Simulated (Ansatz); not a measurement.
Program: Ansatz. Geometries: PBE0-D4/def2-TZVP. ΔE: electronic, gas phase. CBS: MP2 limit from def2 TZ/QZ plus the TZ coupled-cluster correction, frozen cores. DFT in def2-TZVPP. For Ge outer-core shells are correlated without core-valence functions, which leaves a few kJ/mol of doubt a bond. Scalar relativity is left out up to krypton. One conformer a species, not always the lowest.

Reaction (cleavage of the Ge–Ge bond): `[OH][GeH]([GeH3])[GeH3]` + `CSS` → `CS[S][GeH3]` + `[OH][GeH2][GeH3]`

`[OH][GeH]([GeH3])[GeH3]`:

Z-matrix (Å, degrees):
```
Ge
Ge 1 2.423
Ge 1 2.435 2 113.6
O 1 1.796 2 104.0 3 118.9
H 1 1.550 2 111.5 3 -124.3
H 2 1.538 1 109.1 3 61.5
H 2 1.536 1 109.7 3 -57.6
H 2 1.536 1 110.7 3 -178.5
H 3 1.539 1 110.2 2 170.2
H 3 1.539 1 110.3 2 -69.9
H 3 1.537 1 110.3 2 50.3
H 4 0.960 1 112.3 2 171.9
```

`CSS`:

Z-matrix (Å, degrees):
```
C
S 1 1.802
H 1 1.089 2 110.8
H 1 1.090 2 111.1 3 123.0
H 1 1.093 2 106.0 3 -118.4
S 2 2.037 1 103.0 3 -56.7
H 6 1.349 2 99.3 1 -87.6
```

`CS[S][GeH3]`:

```xyz
10

C     0.936    1.589   -0.687
S    -0.290    0.569   -1.523
S    -1.659    0.224   -0.034
Ge   -0.782   -1.643    0.821
H     0.485    2.510   -0.317
H     1.690    1.832   -1.439
H     1.409    1.045    0.131
H    -1.640   -2.018    2.041
H    -0.817   -2.749   -0.241
H     0.667   -1.360    1.248
```

`[OH][GeH2][GeH3]`:

```xyz
9

O     2.134   -0.080    0.293
Ge    0.479    0.156    0.932
Ge   -1.134    0.089   -0.885
H     2.260   -0.954   -0.082
H     0.177   -0.939    1.980
H     0.544    1.531    1.611
H    -2.567    0.211   -0.337
H    -1.013   -1.248   -1.636
H    -0.880    1.234   -1.876
```

(1) Is it downhill or uphill in electronic energy at CCSD(T)/CBS, and by how much? (An estimate is asked.)

(2) What do these levels give: BHLYP-D4, PBE, CAM-B3LYP, MP2/def2-SVP, CCSD/def2-SVP, SCS-MP2/def2-QZVPP? (Best estimate.)

Largest T1 diagnostic among the species: 0.012.

Answers

(1) The calculation gave: Downhill: ΔE = -13.1 kJ/mol.

(2) The calculation gave: BHLYP-D4 -14.2, PBE -8.5, CAM-B3LYP -11.4, MP2/def2-SVP -21.5, CCSD/def2-SVP -17.3, SCS-MP2/def2-QZVPP -18.1 kJ/mol.

Leaving LDA and LC-ωPBE aside and taking each functional with its dispersion term where it has one, the values, not all of them listed here, spread over 11.7 kJ/mol, from B97M-V to PBE-D4. In def2-TZVPP, CCSD(T) changes the Hartree–Fock value by +7.4 kJ/mol (the triples alone add −1.2 kJ/mol) and MP2 by +3.3 kJ/mol.
